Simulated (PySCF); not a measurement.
Atomic charges against the basis set

Compound: C3H3BrO2.
Atom-mapped SMILES: `[O:1]=[C:2]([OH:3])/[CH:4]=[CH:5]/[Br:6]` (hydrogens: H7 on O3; H8 on C4; H9 on C5)

PBE0 throughout (PySCF), one geometry, spherical d and f functions. The structure is a single PBE0-D3(BJ)/def2-SVP conformer in the gas phase; no vibrational or solvent corrections. The calculation is non-relativistic, for bromine too. The first 7 of 9 kinds of atom are listed.

Mulliken charges (e):

| basis | functions | O1 | C2 | O3 | C4 | C5 | Br6 | H7 |
| --- | --- | --- | --- | --- | --- | --- | --- | --- |
| STO-3G | 46 | -0.245 | +0.231 | -0.253 | -0.108 | -0.135 | +0.055 | +0.235 |
| pcSseg-0 | 76 | -0.500 | +0.635 | -0.599 | -0.219 | -0.472 | +0.194 | +0.387 |
| 6-31G | 78 | -0.415 | +0.454 | -0.564 | -0.082 | -0.479 | +0.201 | +0.403 |
| 6-31G* | 108 | -0.450 | +0.568 | -0.604 | -0.202 | -0.232 | +0.010 | +0.438 |
| cc-pVDZ | 112 | -0.256 | +0.221 | -0.175 | -0.021 | -0.083 | +0.014 | +0.161 |
| def2-SVP | 117 | -0.247 | +0.214 | -0.198 | -0.061 | -0.058 | -0.016 | +0.192 |
| pcSseg-1 | 141 | -0.410 | +0.502 | -0.360 | -0.178 | -0.070 | -0.046 | +0.243 |
| aug-cc-pVDZ | 178 | -0.581 | +0.542 | -0.520 | +1.351 | -0.349 | +0.256 | +0.229 |
| def2-TZVP | 221 | -0.329 | +0.319 | -0.362 | -0.257 | -0.031 | -0.014 | +0.333 |
| cc-pVTZ | 235 | -0.310 | +0.306 | -0.243 | -0.187 | -0.095 | -0.002 | +0.223 |

IAO charges (e):

```json
{"basis": "STO-3G", "functions": "46", "O1": "-0.258", "C2": "+0.263", "O3": "-0.290", "C4": "-0.198", "C5": "-0.241", "Br6": "+0.145", "H7": "+0.275"}
{"basis": "pcSseg-0", "functions": "76", "O1": "-0.440", "C2": "+0.464", "O3": "-0.441", "C4": "-0.208", "C5": "-0.189", "Br6": "+0.077", "H7": "+0.362"}
{"basis": "6-31G", "functions": "78", "O1": "-0.446", "C2": "+0.467", "O3": "-0.455", "C4": "-0.202", "C5": "-0.188", "Br6": "+0.068", "H7": "+0.371"}
{"basis": "6-31G*", "functions": "108", "O1": "-0.470", "C2": "+0.525", "O3": "-0.471", "C4": "-0.212", "C5": "-0.166", "Br6": "+0.055", "H7": "+0.372"}
{"basis": "cc-pVDZ", "functions": "112", "O1": "-0.464", "C2": "+0.520", "O3": "-0.470", "C4": "-0.218", "C5": "-0.168", "Br6": "+0.061", "H7": "+0.373"}
{"basis": "def2-SVP", "functions": "117", "O1": "-0.465", "C2": "+0.516", "O3": "-0.466", "C4": "-0.216", "C5": "-0.165", "Br6": "+0.065", "H7": "+0.372"}
{"basis": "pcSseg-1", "functions": "141", "O1": "-0.475", "C2": "+0.525", "O3": "-0.474", "C4": "-0.218", "C5": "-0.171", "Br6": "+0.069", "H7": "+0.376"}
{"basis": "aug-cc-pVDZ", "functions": "178", "O1": "-0.481", "C2": "+0.533", "O3": "-0.487", "C4": "-0.222", "C5": "-0.166", "Br6": "+0.062", "H7": "+0.384"}
{"basis": "def2-TZVP", "functions": "221", "O1": "-0.483", "C2": "+0.538", "O3": "-0.487", "C4": "-0.223", "C5": "-0.169", "Br6": "+0.067", "H7": "+0.383"}
{"basis": "cc-pVTZ", "functions": "235", "O1": "-0.480", "C2": "+0.536", "O3": "-0.486", "C4": "-0.223", "C5": "-0.170", "Br6": "+0.065", "H7": "+0.383"}
```

Hirshfeld charges (e):

```
      basis  functions      O1      C2      O3      C4      C5     Br6      H7
     STO-3G         46  -0.210  +0.162  -0.131  -0.052  +0.019  -0.021  +0.148
   pcSseg-0         76  -0.266  +0.203  -0.171  -0.071  -0.020  +0.029  +0.187
      6-31G         78  -0.278  +0.204  -0.178  -0.060  -0.014  +0.002  +0.189
     6-31G*        108  -0.280  +0.200  -0.170  -0.058  -0.002  -0.017  +0.191
    cc-pVDZ        112  -0.264  +0.195  -0.161  -0.070  -0.015  +0.010  +0.186
   def2-SVP        117  -0.271  +0.204  -0.167  -0.073  -0.014  +0.014  +0.188
   pcSseg-1        141  -0.272  +0.204  -0.169  -0.073  -0.017  +0.022  +0.188
aug-cc-pVDZ        178  -0.270  +0.197  -0.170  -0.077  -0.026  +0.029  +0.187
  def2-TZVP        221  -0.273  +0.197  -0.171  -0.074  -0.021  +0.023  +0.190
    cc-pVTZ        235  -0.271  +0.199  -0.169  -0.072  -0.020  +0.018  +0.188
```

ESP-fitted charges (e):

```tsv
basis	functions	O1	C2	O3	C4	C5	Br6	H7
STO-3G	46	-0.409	+0.653	-0.498	-0.329	+0.025	-0.049	+0.348
pcSseg-0	76	-0.613	+0.939	-0.720	-0.349	-0.182	-0.003	+0.480
6-31G	78	-0.601	+0.873	-0.721	-0.240	-0.222	-0.006	+0.493
6-31G*	108	-0.513	+0.640	-0.580	-0.075	-0.334	+0.017	+0.437
cc-pVDZ	112	-0.500	+0.621	-0.543	-0.082	-0.334	+0.029	+0.414
def2-SVP	117	-0.529	+0.682	-0.576	-0.108	-0.316	+0.029	+0.426
pcSseg-1	141	-0.553	+0.721	-0.602	-0.121	-0.334	+0.033	+0.437
aug-cc-pVDZ	178	-0.544	+0.667	-0.580	-0.074	-0.338	+0.022	+0.428
def2-TZVP	221	-0.536	+0.650	-0.579	-0.087	-0.310	+0.018	+0.435
cc-pVTZ	235	-0.524	+0.631	-0.559	-0.079	-0.313	+0.018	+0.423
```

Question: Which scheme is steadiest as the basis changes?

Answer: Largest range over the bases for any column: Hirshfeld 0.07 e, IAO 0.28 e, ESP-fitted 0.36 e, Mulliken 1.61 e. Hirshfeld charges move least and Mulliken charges most, counted in e. Without the minimal STO-3G basis the ranges are Hirshfeld 0.05, IAO 0.07, ESP-fitted 0.32, Mulliken 1.61 e.

Question: How much do the charges still move between the two largest bases, def2-TZVP and cc-pVTZ?

Answer: At most, over all atoms: Mulliken 0.118 e, IAO 0.003 e, Hirshfeld 0.004 e, ESP-fitted 0.019 e.

Question: What do the same runs give for the total energy, the frontier levels and the dipole moment?

Answer: 
```tsv
basis	energy (Eh)	HOMO (eV)	LUMO (eV)	μ (D)
STO-3G	-2808.5503	-4.59	1.66	0.97
pcSseg-0	-2836.6147	-7.96	-1.83	1.04
6-31G	-2839.6565	-7.78	-1.65	1.07
6-31G*	-2839.8134	-7.68	-1.51	1.18
cc-pVDZ	-2840.1233	-7.69	-1.57	1.18
def2-SVP	-2839.6221	-7.75	-1.67	1.16
pcSseg-1	-2839.8304	-7.89	-1.83	1.16
aug-cc-pVDZ	-2840.1460	-7.89	-1.90	1.20
def2-TZVP	-2840.2383	-7.86	-1.83	1.19
cc-pVTZ	-2840.2748	-7.83	-1.78	1.20
```

The dipole is fixed by the density alone, so its range of 0.23 D shows that the density itself changes with the basis, not only its division among atoms.
